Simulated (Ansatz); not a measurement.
CH8FNO2Si2 (`C[Si@H](O)N[Si@@H](O)F`), relaxed with RKS PBE0-D4/def2-TZVP in the Gaussian-basis code of Ansatz from a GFN2-xTB geometry. The force threshold is 0.005 eV/Å; the program also tests the step.

Total charge 0; spin multiplicity 1.

Start:

```xyz
15

C     0.231    2.193   -1.248
Si   -0.385    1.069    0.140
O     0.540    1.335    1.442
N    -0.192   -0.592   -0.371
Si   -0.350   -1.990    0.608
O     0.482   -3.250    0.043
F     0.277   -1.545    2.033
H     0.225    3.225   -0.918
H     1.245    1.950   -1.551
H    -0.407    2.125   -2.124
H    -1.795    1.304    0.474
H     0.664    0.633    2.078
H    -0.286   -0.751   -1.360
H    -1.667   -2.513    0.884
H     1.419   -3.194   -0.130
```

Task: How much energy does the relaxation release, and in how many steps? (Estimate.)

Result: Ansatz gave: 11.00 kJ/mol, in 20 steps.

Task: Which bonds change most? (Best estimate.)

Result: Computed: C1–Si2 from 1.889 to 1.852 Å; Si5–H14 from 1.444 to 1.471 Å; Si2–O3 from 1.619 to 1.647 Å; Si2–H11 from 1.469 to 1.487 Å.

Task: Give the relaxed structure. (Best estimate.)

Result: Ansatz gave: 
```xyz
15

C     0.094    2.155   -1.254
Si   -0.190    1.013    0.177
O     1.041    1.259    1.243
N    -0.232   -0.620   -0.416
Si   -0.510   -2.026    0.503
O     0.594   -3.195    0.242
F    -0.453   -1.496    2.016
H     0.120    3.192   -0.913
H     1.049    1.938   -1.739
H    -0.702    2.061   -1.997
H    -1.476    1.276    0.875
H     0.955    0.822    2.092
H     0.000   -0.747   -1.390
H    -1.811   -2.687    0.317
H     1.520   -2.945    0.243
```
